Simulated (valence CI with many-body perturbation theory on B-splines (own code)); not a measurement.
## Er63+: calculated level list

Computed by configuration interaction combined with many-body perturbation theory (CI+MBPT): three valence electrons over a frozen Dirac-Fock core [He], radial functions for each j: 11 s, 11 p, 10 d, 8 f, 5 g, 2 h, with the one-electron correlation potential Σ1, the two-electron term Σ2, the three-electron term Σ3, Breit, model QED; selected CI, second order for the rest, scaled by the run's own slope (own B-spline code, finite nucleus).

No measured spectrum was set against this ion. As an estimate, large intervals hold to a few tenths of a per cent, small ones and those within an open d or f shell to about a per cent.

Levels 91 to 135 of 165, with energies above the lowest level, (2s^2 2p1/2) J=1/2. "Leading %" is the weight of the configuration and term that name the level; weights of strongly mixed levels are sums over their largest components and can fall short, so below about 35 % the name and the second component can differ from the true leading terms, or belong to a minority configuration. In the jj column 3d3/2^4 stands for four electrons in 3d with j = 3/2.

| No. | Configuration | Term | J | E (eV) | Leading % | Leading jj | g | Second component |
| --- | --- | --- | --- | --- | --- | --- | --- | --- |
| 91 | 2p2.3p | 2P° | 1/2 | 10565 | 87 | 2p1/2 2p3/2 3p3/2 (99 %) | 0.635 | 8 % 2p2.3p 4D° |
| 92 | 2p2.3d | 2G | 7/2 | 10571 | 54 | 2p1/2 2p3/2 3d3/2 (98 %) | 1.007 | 25 % 2p2.3d 2F |
| 93 | 2p2.3d | 2D | 5/2 | 10586 | 36 | 2p1/2 2p3/2 3d3/2 (98 %) | 1.127 | 32 % 2p2.3d 2F |
| 94 | 2p2.3d | 2D | 3/2 | 10592 | 47 | 2p1/2 2p3/2 3d3/2 (99 %) | 1.099 | 16 % 2p2.3d 2P |
| 95 | 2p2.3d | 2P | 1/2 | 10601 | 38 | 2p1/2 2p3/2 3d3/2 (100 %) | 1.636 | 33 % 2p2.3d 4P |
| 96 | 2p2.3d | 4D | 7/2 | 10631 | 46 | 2p1/2 2p3/2 3d5/2 (100 %) | 1.295 | 39 % 2p2.3d 4F |
| 97 | 2p2.3d | 2G | 9/2 | 10649 | 64 | 2p1/2 2p3/2 3d5/2 (100 %) | 1.169 | 36 % 2p2.3d 4F |
| 98 | 2p2.3d | 2P | 3/2 | 10649 | 39 | 2p1/2 2p3/2 3d5/2 (99 %) | 1.318 | 27 % 2p2.3d 4P |
| 99 | 2p2.3d | 2F | 5/2 | 10651 | 43 | 2p1/2 2p3/2 3d5/2 (98 %) | 1.133 | 21 % 2p2.3d 4D |
| 100 | 2p2.3d | 2D | 5/2 | 10668 | 59 | 2p1/2 2p3/2 3d5/2 (98 %) | 1.245 | 27 % 2p2.3d 4P |
| 101 | 2p2.3d | 2F | 7/2 | 10675 | 70 | 2p1/2 2p3/2 3d5/2 (98 %) | 1.123 | 12 % 2p2.3d 2G |
| 102 | 2p2.3d | 2D | 3/2 | 10681 | 57 | 2p1/2 2p3/2 3d5/2 (100 %) | 0.963 | 30 % 2p2.3d 2P |
| 103 | 2p2.3d | 2P | 1/2 | 10687 | 58 | 2p1/2 2p3/2 3d5/2 (100 %) | 1.201 | 36 % 2p2.3d 2S |
| 104 | 2p2.3s | 4P | 5/2 | 11164 | 65 | 2p3/2^2 3s (100 %) | 1.431 | 35 % 2p2.3s 2D |
| 105 | 2p2.3s | 2P | 3/2 | 11174 | 55 | 2p3/2^2 3s (100 %) | 1.158 | 35 % 2p2.3s 2D |
| 106 | 2p2.3s | 2S | 1/2 | 11229 | 69 | 2p3/2^2 3s (100 %) | 1.979 | 20 % 2p2.3s 4P |
| 107 | 2p2.3p | 4P° | 3/2 | 11241 | 27 | 2p3/2^2 3p1/2 (100 %) | 1.427 | 20 % 2p2.3p 4S° |
| 108 | 2p2.3p | 2D° | 5/2 | 11243 | 39 | 2p3/2^2 3p1/2 (100 %) | 1.168 | 26 % 2p2.3p 2F° |
| 109 | 2p2.3p | 2P° | 1/2 | 11303 | 76 | 2p3/2^2 3p1/2 (100 %) | 0.649 | 17 % 2p2.3p 4D° |
| 110 | 2p2.3p | 4D° | 7/2 | 11515 | 64 | 2p3/2^2 3p3/2 (100 %) | 1.305 | 35 % 2p2.3p 2F° |
| 111 | 2p2.3p | 2D° | 5/2 | 11515 | 52 | 2p3/2^2 3p3/2 (100 %) | 1.303 | 38 % 2p2.3p 4P° |
| 112 | 2p2.3p | 2P° | 1/2 | 11517 | 55 | 2p3/2^2 3p3/2 (100 %) | 1.256 | 34 % 2p2.3p 2S° |
| 113 | 2p2.3p | 2P° | 3/2 | 11563 | 62 | 2p3/2^2 3p3/2 (100 %) | 1.301 | 15 % 2p2.3p 2D° |
| 114 | 2p2.3d | 2D | 3/2 | 11584 | 31 | 2p3/2^2 3d3/2 (100 %) | 1.165 | 26 % 2p2.3d 4P |
| 115 | 2p2.3d | 4D | 5/2 | 11586 | 29 | 2p3/2^2 3d3/2 (98 %) | 1.147 | 23 % 2p2.3d 2F |
| 116 | 2p2.3d | 2F | 7/2 | 11586 | 39 | 2p3/2^2 3d3/2 (100 %) | 1.083 | 30 % 2p2.3d 2G |
| 117 | 2p2.3d | 4P | 1/2 | 11590 | 47 | 2p3/2^2 3d3/2 (98 %) | 1.605 | 26 % 2p2.3d 2P |
| 118 | 2p2.3p | 2P° | 3/2 | 11590 | 63 | 2p3/2^2 3p3/2 (100 %) | 1.313 | 14 % 2p2.3p 2D° |
| 119 | 2p2.3d | 2F | 7/2 | 11646 | 52 | 2p3/2^2 3d5/2 (100 %) | 1.228 | 38 % 2p2.3d 4D |
| 120 | 2p2.3d | 2D | 3/2 | 11647 | 63 | 2p3/2^2 3d3/2 (92 %) | 0.851 | 13 % 2p2.3d 4F |
| 121 | 2p2.3d | 4F | 9/2 | 11647 | 64 | 2p3/2^2 3d5/2 (100 %) | 1.234 | 36 % 2p2.3d 2G |
| 122 | 2p2.3d | 2P | 1/2 | 11662 | 57 | 2p3/2^2 3d5/2 (98 %) | 1.241 | 26 % 2p2.3d 2S |
| 123 | 2p2.3d | 2D | 5/2 | 11686 | 60 | 2p3/2^2 3d5/2 (98 %) | 1.188 | 17 % 2p2.3d 2F |
| 124 | 2p2.3d | 2D | 3/2 | 11689 | 43 | 2p3/2^2 3d5/2 (92 %) | 1.162 | 38 % 2p2.3d 2P |
| 125 | 2p2.3d | 2D | 5/2 | 11723 | 67 | 2p3/2^2 3d5/2 (99 %) | 1.183 | 12 % 2p2.3d 2F |
| 126 | 2s2.4s | 2S | 1/2 | 11771 | 98 | 2s^2 4s (98 %) | 1.993 |  |
| 127 | 2s2.4p | 2P° | 1/2 | 11803 | 98 | 2s^2 4p1/2 (98 %) | 0.657 |  |
| 128 | 2s.2p.4s | 4P° | 1/2 | 11923 | 77 | 2s 2p1/2 4s (100 %) | 2.192 | 23 % 2s.2p.4s 2P° |
| 129 | 2s2.4p | 2P° | 3/2 | 11923 | 93 | 2s^2 4p3/2 (93 %) | 1.337 |  |
| 130 | 2s2.4d | 2D | 3/2 | 11946 | 97 | 2s^2 4d3/2 (97 %) | 0.795 |  |
| 131 | 2s.2p.4p | 4D | 1/2 | 11951 | 66 | 2s 2p1/2 4p1/2 (100 %) | 0.422 | 21 % 2s.2p.4p 2P |
| 132 | 2s.2p.4s | 4P° | 3/2 | 11954 | 57 | 2s 2p1/2 4s (95 %) | 1.532 | 38 % 2s.2p.4s 2P° |
| 133 | 2s.2p.4s | 2P° | 1/2 | 11959 | 86 | 2s 2p1/2 4s (100 %) | 0.890 | 14 % 2s.2p.4s 4P° |
| 134 | 2s.2p.4p | 4D | 3/2 | 11981 | 40 | 2s 2p1/2 4p1/2 (99 %) | 1.097 | 32 % 2s.2p.4p 2D |
| 135 | 2s2.4d | 2D | 5/2 | 11981 | 98 | 2s^2 4d5/2 (98 %) | 1.193 |  |
